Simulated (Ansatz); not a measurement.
Frontier orbitals of C₄H₁₂Ti (`[CH3][Ti]([CH3])([CH3])[CH3]`).

The species carries charge 0 and has multiplicity 1. Correlated methods include outer-core shells of Ti, which these sets cover unevenly. Scalar relativity is left out up to krypton. All single points use the PBE0-D4/def2-TZVP geometry. Basis def2-TZVPP, the Gaussian-basis code of Ansatz.

Orbital energies of one run (eV). Highest occupied ones, from the top: -7.52, -7.53, -7.53, -8.01, -10.68, -10.68, -10.68, -11.14, -11.15, -11.15, -11.22, -11.22, -18.60, -18.60. Empty: -1.32, -1.32, -0.38, -0.38, -0.38, 0.18.

Task: Which functional gave them?
A. PBE0
B. r2SCANh
C. PBE
D. HSE06 (plane-wave form)

Result: A. HOMO energies: PBE0 -7.52, PBE -6.15, HSE06 -7.12, r2SCANh -6.95 eV.
